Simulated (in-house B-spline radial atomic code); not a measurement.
Configurations of Re⁶⁺, with energies counted from [Xe] 4f14 5d1. Level of theory: Dirac-Hartree-Fock, average of configuration, Fermi nucleus of rms radius 5.3698 fm; calculated with a radial B-spline atomic code at the basis-set limit. Energies include first-order Breit, QED and recoil terms.

Occupations are held fixed; configurations that lie above the ionisation limit could autoionise.

```json
{"configuration": "[Xe] 4f14 6d1", "E - E(ref) (eV)": "39.553", "highest orbital": "6d5/2", "its <r> (bohr)": "3.163"}
{"configuration": "[Xe] 4f14 8s1", "E - E(ref) (eV)": "56.158", "highest orbital": "8s1/2", "its <r> (bohr)": "5.847"}
{"configuration": "[Xe] 4f14 8d1", "E - E(ref) (eV)": "62.689", "highest orbital": "8d5/2", "its <r> (bohr)": "7.56"}
{"configuration": "[Kr] 4d10 4f14 5s2 5p5 5d1 5f1", "E - E(ref) (eV)": "87.865", "highest orbital": "5f7/2", "its <r> (bohr)": "2.453"}
{"configuration": "[Kr] 4d10 4f14 5s2 5p5 5d1 6g1", "E - E(ref) (eV)": "111.97", "highest orbital": "6g7/2", "its <r> (bohr)": "6.161"}
{"configuration": "[Kr] 4d10 4f14 5s2 5p5 5d1 9s1", "E - E(ref) (eV)": "113.36", "highest orbital": "9s1/2", "its <r> (bohr)": "8.282"}
{"configuration": "[Kr] 4d10 4f14 5s2 5p5 5d1 7g1", "E - E(ref) (eV)": "116.93", "highest orbital": "7g7/2", "its <r> (bohr)": "8.912"}
{"configuration": "[Xe] 4f13 5d1 7g1", "E - E(ref) (eV)": "118.09", "highest orbital": "7g7/2", "its <r> (bohr)": "8.906"}
{"configuration": "[Kr] 4d10 4f14 5s2 5p5 5d1 8g1", "E - E(ref) (eV)": "120.16", "highest orbital": "8g7/2", "its <r> (bohr)": "12.1"}
{"configuration": "[Xe] 4f13 5d1 9g1", "E - E(ref) (eV)": "123.53", "highest orbital": "9g7/2", "its <r> (bohr)": "15.7"}
```

(1) Order these further configurations by energy, lowest first.
A. [Xe] 4f13 5d1 6s1
B. [Xe] 4f14 7g1
C. [Xe] 4f13 5d1 8s1
D. [Xe] 4f14 7p1
E. [Kr] 4d10 4f14 5s2 5p5 5d1 6s1

(2) How far above the reference does [Xe] 4f14 9d1 lie?

(3) How far above the reference does [Xe] 4f14 9f1 lie?

(4) How far above the reference does [Xe] 4f14 6f1 lie?

## Answers

(1) D (47.702 eV), E (63.036 eV), A (63.568 eV), B (67.053 eV), C (107.03 eV).

(2) 67.478 eV; its least bound orbital is 9d5/2 with <r> = 10.39 bohr.

(3) 70.303 eV; its least bound orbital is 9f7/2 with <r> = 12.79 bohr.

(4) 53.8 eV; its least bound orbital is 6f7/2 with <r> = 4.441 bohr.
